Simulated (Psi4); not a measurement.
C$_{4}$H$_{3}$O (SMILES [c-]1ccco1), charge -1, singlet, at a GFN2-xTB geometry (a gas-phase anion, which may not be bound at this level), atoms displaced at random by about 0.05 Å a coordinate. Base run: Psi4 1.11 with B3LYP/STO-3G.

Here is a job for Psi4.
```
memory 2 GB

molecule {
-1 1
  O    -0.05023952    0.06141811    1.20561392
  C     0.13426226    1.20002969    0.36937453
  C    -0.02351776   -1.02520538    0.40477337
  C    -0.02249586    0.80908207   -0.90138876
  C    -0.05888385   -0.64003109   -0.97060157
  H    -0.01142274   -2.04707576    0.76077742
  H    -0.00297143    1.39593736   -1.81792429
  H    -0.08107357   -1.28983579   -1.64985368
}

set basis sto-3g

optimize('b3lyp')
print_variables()
```

Variants of this job, named by their change:

```tsv
change	ΔE vs base (kcal/mol)	optimiser steps	core-seconds (rough)
base	0.000	9	30
hess_update = bofill	0.000	9	30
step_type = sd	0.004	22	70
g_convergence = gau_loose	0.001	7	20
hess_update = none	0.000	20	50
g_convergence = turbomole	0.000	9	30
intrafrag_hess = fischer	0.000	9	30
```

A gas-phase anion may not be bound at this level; its values then depend on the basis.
